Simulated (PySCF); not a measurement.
C2H7NOSi2, SMILES C[SiH2][SiH2]OC#N.

Geometry optimised at PBE0-D3(BJ)/def2-SVP. This is a generated structure with no PubChem entry under its InChIKey; it may be hypothetical. One conformer was computed; it need not be the lowest.

Computed with PySCF with PBE0-D3(BJ)/def2-SVP.

Frequencies are harmonic and unscaled.

```tsv
mode	ν (cm⁻¹)	IR (km/mol)	moving atoms (share of kinetic energy)
1	19	0.4	H 30 %, Si 28 %, C 21 %, N 16 %
2	39	1.9	N 35 %, Si 22 %, C 21 %, H 13 %, O 9 %
3	93	0.7	O 32 %, Si 23 %, H 17 %, C 16 %, N 11 %
4	124	4.7	Si 24 %, N 23 %, C 23 %, H 18 %, O 13 %
5	159	0.2	H 96 %
6	220	1.4	O 34 %, Si 30 %, C 21 %, H 10 %
7	351	15.3	H 95 %
8	434	2.0	Si 85 %, H 13 %
9	495	0.3	H 84 %, Si 13 %
10	523	6.9	C 70 %, N 16 %, O 11 %
11	534	7.2	C 67 %, N 13 %, Si 12 %
12	644	14.7	H 79 %, Si 15 %
13	662	79.2	H 85 %, C 10 %
14	680	47.7	O 36 %, H 25 %, Si 23 %
15	706	67.7	C 43 %, Si 34 %, H 23 %
16	736	23.5	H 81 %, O 13 %
17	825	326.2	H 82 %, Si 10 %
18	882	32.7	H 78 %, C 17 %
19	884	47.2	H 80 %, Si 13 %
20	926	73.4	H 96 %
21	937	66.8	H 93 %
22	1234	198.8	O 64 %, N 30 %
23	1265	11.3	H 80 %, C 20 %
24	1430	3.3	H 96 %
25	1433	9.2	H 96 %
26	2228	61.6	H 97 %
27	2235	58.1	H 97 %
28	2240	77.1	H 96 %
29	2273	94.0	H 96 %
30	2431	288.8	C 66 %, N 31 %
31	3063	1.4	H 97 %
32	3170	0.2	H 91 %, C 9 %
33	3173	0.5	H 91 %, C 9 %
```
